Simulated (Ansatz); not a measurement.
Species: C3H2F3, charge 0, multiplicity 2. It need not be the lowest isomer of its formula. SMILES: FC(C=[CH])(F)F
Coordinates optimised at B3LYP-D3(BJ)/def2-TZVP (Ansatz, a first-principles code):
```xyz
8

C      2.1440    -0.0380     0.0447
C      0.9999    -0.5691     0.3623
C     -0.3300     0.0187    -0.0148
F     -0.2238     1.1541    -0.7169
F     -1.0458    -0.8553    -0.7553
F     -1.0640     0.2858     1.0872
H      3.1942    -0.2356     0.1774
H      0.9240    -1.4945     0.9346
```
Charge 0, spin multiplicity 2.

Quantity: atomisation energy (electronic, to ground-state atoms), in eV. Cores are frozen in the correlated levels unless marked. Open shells are spin-unrestricted. No spin-orbit coupling. No relativistic terms. The coupled-cluster limit lacks core correlation, which all-electron functionals hold. CBS(X,Y): correlation extrapolated as X^-3; Hartree-Fock from the larger set.

The UHF reference is spin-contaminated (<S^2> 0.19 over the pure value in the largest basis). 

```
level                                program  atomisation energy (eV)
----------------------------  --------------  -----------------------
PBE-D3(BJ)/def2-TZVPD         Ansatz + dftd3                        …
PBE0/def2-TZVP                        Ansatz                    34.32
wB97M-V/def2-TZVPD                    Ansatz                    34.06
B2GP-PLYP/def2-TZVPD                  Ansatz                    33.49
CCSD(T)/CBS(cc-pVTZ,cc-pVQZ)          Ansatz                        …
```

Question: What belongs in the gaps?

Answer: 
- PBE-D3(BJ)/def2-TZVPD, atomisation energy (eV): 35.67
- CCSD(T)/CBS(cc-pVTZ,cc-pVQZ), atomisation energy (eV): 33.90
